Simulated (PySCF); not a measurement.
**Low-lying terms of Rb⁺ (rubidium, charge +1)**

Ground state [Kr], ¹S. Computed with PySCF 2.14 in aug-cc-pVTZ-X2C with one added diffuse shell each of s, p, d, f type (9s8p6d3f, 84 functions), with scalar relativity by spin-free X2C-1e. Vertical excitation energies in eV without spin-orbit coupling; excited terms of each kind are numbered among those the solver found. Frozen: [Ar].

```
 term  leading excitation  EOM-EE-CCSD
1 3P°              4p → s       16.554
1 1P°              4p → s       17.000
 1 3S              4p → p       19.020
 1 3D              4p → p       19.453
 1 1D              4p → p       19.563
 1 1P              4p → p       19.707
 1 3P              4p → p       19.722
 1 1S              4p → p       20.179
2 1P°              4p → d       20.940
2 3P°              4p → d       22.735
1 3F°              4p → d       22.871
1 1F°              4p → d       23.070
2 1F°              4p → d       23.070
 2 1D              4p → p       23.219
```

The spin-orbit splitting of the hole, absent here, rivals or exceeds the spacing of these terms, so the LS terms are model states.

The solver can miss terms. Rydberg members are limited by the diffuse functions of the basis.
